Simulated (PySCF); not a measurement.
# Potential energy of NaAs along the bond

Set-up: PySCF, no relativity, basis sets Na 6-311G(d,p), As 6-311G(d,p). Energies in eV from Na + As in their ground configurations at the same level. State: ³Σ⁻ (triplet), unpaired electrons π ↑↑.

All columns are CAM-B3LYP. A positive dipole means Na(−)As(+).

| R (Å) | E (eV) | μ (D) | Mulliken charge on Na (basis-dependent) | HOMO (eV) | LUMO (eV) | Mayer bond order | ⟨S²⟩ |
| --- | --- | --- | --- | --- | --- | --- | --- |
| 2.368 | -0.995 | -6.48 | 0.42 | -5.70 | -1.05 | 0.94 | 2.01 |
| 2.479 | -1.191 | -6.72 | 0.41 | -5.66 | -0.98 | 0.94 | 2.01 |
| 2.589 | -1.294 | -6.94 | 0.40 | -5.61 | -1.05 | 0.93 | 2.01 |
| 2.671 | -1.324 | -7.09 | 0.40 | -5.57 | -1.10 | 0.92 | 2.01 |
| 2.754 | -1.326 | -7.24 | 0.40 | -5.52 | -1.15 | 0.91 | 2.02 |
| 2.837 | -1.304 | -7.38 | 0.40 | -5.47 | -1.20 | 0.90 | 2.02 |
| 2.947 | -1.248 | -7.54 | 0.40 | -5.39 | -1.27 | 0.89 | 2.03 |
| 3.084 | -1.149 | -7.70 | 0.40 | -5.29 | -1.35 | 0.88 | 2.04 |
| 3.250 | -1.007 | -7.75 | 0.38 | -5.16 | -1.45 | 0.85 | 2.08 |
| 3.470 | -0.807 | -7.45 | 0.35 | -5.01 | -1.54 | 0.78 | 2.18 |

A fit through these points gives, at Re = 2.715 Å, μ = -7.17 D and dμ/dR = -1.78 D/Å; the reduced mass is 17.59 u.

How strong is the fundamental in the double-harmonic approximation, I = 42.26·(dμ/dR)²/μred km/mol?

I = 42.26·(-1.78)²/17.59 = 7.61 km/mol at CAM-B3LYP.

⟨S²⟩ of the unrestricted solution departs from its pure value on part of the curve, where spin states mix. Spin–orbit coupling is left out. The state was picked by a PBE0 search and need not be the measured ground state.
